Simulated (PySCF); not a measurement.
A GIAO shielding run with PySCF 2.14.0 with density-fitted response routines (density fitting, non-relativistic, gas phase) on `C(C[Si@H](C)CF)Cl`, C$_{4}$H$_{10}$ClFSi:

```
$ OMP_NUM_THREADS=1 python probes_run.py task.json out

{"job": {"kind": "nmr", "xc": "PBE0", "basis": "pcSseg-1"}, "charge": 0, "multiplicity": 1}
C     -0.847672     1.743929    -0.100587
Si    -0.761149    -0.105215    -0.522516
C     -1.460691    -1.141016     0.939543
F     -2.843125    -1.092974     0.912171
C      1.041217    -0.646099    -0.899477
C      2.084946     0.001887    -0.014505
Cl     1.724804    -0.298068     1.707618
H     -0.476592     2.356053    -0.917578
H     -0.265773     1.979497     0.786577
H     -1.873006     2.043803     0.093761
H     -1.569639    -0.429361    -1.707011
H     -1.193891    -2.198913     0.876662
H     -1.162992    -0.768763     1.922010
H      1.285837    -0.387899    -1.930281
H      1.128233    -1.729993    -0.819684
H      3.084042    -0.398210    -0.192959
H      2.098452     1.083374    -0.143654
```

Hardware: 1 thread of an Arm Neoverse V2, shared host. The job also computes population analyses, field gradients.

(1) How large is the calculation?

(2) How long does it take, and how much memory does it need?

Results:

(1) 74 electrons, 183 basis functions and 995 auxiliary functions.

(2) 25 s of wall time, with 12 SCF cycles and 4 response iterations; peak memory 0.83 GiB. Times on a shared host scatter by some tens of per cent.
